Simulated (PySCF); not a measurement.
# One molecule, several mistakes: BClH5Si2 cation

These are calculations, not measurements. The program is PySCF 2.14.0, an open-source quantum chemistry code, run on an isolated molecule that a program drew, which may never have been made. The molecule is BClH5Si2 cation (charge +1, singlet), drawn as the SMILES string `B[SiH+][SiH2]Cl`.

Each row is a Hartree-Fock (HF) and frozen-core CCSD(T) single point in the cc-pV(D+d)Z basis, meant for a local HF minimum. Run 1 is clean. Each other run has one planted mistake out of seven kinds, and not every kind appears here: one electron removed, one electron added, multiplicity raised by two, geometry at a saddle point, minimal basis STO-3G, one bond length entered in bohr, all coordinates scaled. The reference is restricted for singlets and unrestricted otherwise, and also for a bond in bohr. Adding or removing an electron swaps singlet and doublet. Electrons count all cores. HOMO and LUMO are orbital energies over both spins, the gradient is its largest component, and the lowest frequency (negative if imaginary) is given only where the gradient is small. Bond lengths are over the 8 bonds as drawn. T1 is the CCSD diagnostic: over 0.02 (restricted) or 0.045 (unrestricted) a single reference is doubtful.

Geometry of the clean run:
```xyz
9
BClH5Si2 cation, angstrom
B    -0.5992    0.0328    2.7385
Si    1.0693   -0.0607    1.5874
Si    1.2258   -0.6546   -0.7316
Cl    1.0258    1.2601   -1.4392
H    -1.2905    0.9994    2.6633
H    -0.8450   -0.8869    3.4544
H     2.3006    0.4641    2.2067
H     2.5504   -1.2179   -0.9964
H     0.0913   -1.5019   -1.1017
```

```
run  electrons  basis functions  <S^2>  HOMO (eV)  LUMO (eV)  gradient (hartree/bohr)  lowest frequency (cm^-1)  mean bond (Å)  longest bond (Å)      T1  HF (hartree)  CCSD(T) (hartree)                     mistake
  1         54              108  0.000     -15.95      -5.47                  4.2e-05                        34         1.6579             2.399  0.0143   -1064.70189        -1065.16421                    no fault
  2         53              108  0.807     -21.47     -13.81                  3.5e-02                         -         1.6579             2.399  0.0396   -1064.15154        -1064.60355        one electron removed
  3         54              108  2.029     -13.33      -8.02                  4.6e-02                         -         1.6579             2.399  0.0239   -1064.60004        -1065.06403  multiplicity raised by two
  4         54              108  0.858     -14.26      -5.48                  8.9e-03                         -         1.8206             2.766  0.0380   -1064.59009        -1065.04105                           ?
  5         54               37  0.000     -14.39      -2.32                  2.5e-02                         -         1.6579             2.399  0.0088   -1052.89716        -1053.04711                           ?
```

**Which mistake was planted in run 4, and what did it cost?**

The mean bond changes by a factor of 1.098 and the longest by 1.153, so the molecule wasn't scaled as a whole. A length L in bohr read as angstrom grows by (1/0.5292 - 1) L = 0.890 L. The 8 bonds together grew by 8 x 0.1627 = 1.302 Å, which gives L = 1.463 Å. That is the length of one of the H-Si bonds, 1.464 Å in the clean geometry. So the mistake is: one bond length entered in bohr. Subtracting run 1 and multiplying by 627.51 kcal/mol a hartree, the energy moved by 70.2 kcal/mol in HF and 77.3 kcal/mol in CCSD(T).

**Which mistake was planted in run 5, and what did it cost?**

It has 37 basis functions where the clean run has 108, with the same electrons and geometry. So the mistake is: minimal basis STO-3G. Subtracting run 1 and multiplying by 627.51 kcal/mol a hartree, the energy moved by 7407.6 kcal/mol in HF and 7603.6 kcal/mol in CCSD(T).

